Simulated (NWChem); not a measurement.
Molecule: C₄H₇N; SMILES C#C[C@@H](C)N

```xyz
12

C     -0.0111     2.2271    -0.1261
C      0.0077     1.0356     0.0888
C      0.0296    -0.4030     0.3777
C     -1.2241    -1.0908    -0.1595
N      1.2113    -1.0095    -0.2210
H     -0.0297     3.2827    -0.3249
H      0.0086    -0.4902     1.4874
H     -2.1344    -0.6465     0.2668
H     -1.2572    -1.0022    -1.2545
H     -1.2084    -2.1606     0.1027
H      1.2751    -1.9836     0.0699
H      2.0538    -0.5466     0.1141
```
Atoms are numbered in this order, from 1.

Computed with NWChem. Medium grid unless said otherwise, to which SCAN and Minnesota functionals are sensitive. The geometry was optimised at PBE0/def2-SVP.

Order these by “orbital gap (eV)”, lowest first: PBE/def2-TZVP; M06-2X/def2-TZVP; B3LYP/def2-TZVP; TPSSh/def2-TZVP.

PBE/def2-TZVP (5.39), TPSSh/def2-TZVP (6.66), B3LYP/def2-TZVP (7.23), M06-2X/def2-TZVP (9.89)
